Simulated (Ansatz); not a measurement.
Two isomers of H8OSSi3: A = `[SiH3][SiH2]O[SiH2]S`, B = `O[SiH]([SiH3])[SiH2]S`.

Isolated molecules relaxed with PBE0-D4/def2-TZVP in Ansatz; ΔE leaves out vibrations. CBS: MP2 limit from def2 TZ/QZ plus the TZ coupled-cluster correction, frozen cores. DFT in def2-TZVPP. Each species was taken in one conformer, which may not be the lowest.

A:

Z-matrix (Å, degrees):
```
Si
Si 1 2.346
H 1 1.488 2 110.8
H 1 1.488 2 110.6 3 120.5
H 1 1.489 2 109.2 3 -120.0
O 2 1.650 1 111.7 3 -59.7
H 2 1.488 1 109.9 3 62.2
H 2 1.486 1 110.4 3 -178.5
Si 6 1.632 2 139.2 1 46.6
S 9 2.131 6 112.6 2 36.6
H 9 1.482 6 110.5 2 -79.2
H 9 1.479 6 107.0 2 158.7
H 10 1.344 9 94.6 6 70.7
```

B:

Z-matrix (Å, degrees):
```
Si
Si 1 2.338
Si 1 2.345 2 114.3
O 1 1.656 2 109.0 3 -118.5
H 1 1.496 2 109.4 3 119.5
H 2 1.487 1 110.3 3 56.7
H 2 1.489 1 108.2 3 -62.1
H 2 1.487 1 111.7 3 178.2
S 3 2.160 1 104.6 2 -158.2
H 3 1.486 1 112.8 2 -46.7
H 3 1.488 1 115.1 2 79.3
H 4 0.963 1 114.5 2 153.1
H 9 1.344 3 94.8 1 -63.3
```

(1) Which is lower in electronic energy at CCSD(T)/CBS, and by how much? (Estimate.)

(2) Give E(B) − E(A) in kJ/mol with PBE0-D4, B2PLYP, CCSD/def2-TZVPP, MP2/def2-TZVPP, PBE-D4, r2SCAN-D4, HF/def2-TZVPP. (Estimate.)

Largest T1 diagnostic: 0.013.

Results:

(1) Ansatz gave: A, by 115.0 kJ/mol.

(2) Computed: PBE0-D4 96.9, B2PLYP 118.6, CCSD/def2-TZVPP 120.5, MP2/def2-TZVPP 121.8, PBE-D4 87.3, r2SCAN-D4 107.7, HF/def2-TZVPP 142.8. None reverses the order clearly.

In def2-TZVPP, CCSD(T) changes the Hartree–Fock value by −26.4 kJ/mol (the triples alone add −4.1 kJ/mol) and MP2 by −21.0 kJ/mol. From PBE to PBE0 (25 % exact exchange), in def2-TZVPP and without D4, E(B) − E(A) moves by +9.5 kJ/mol.
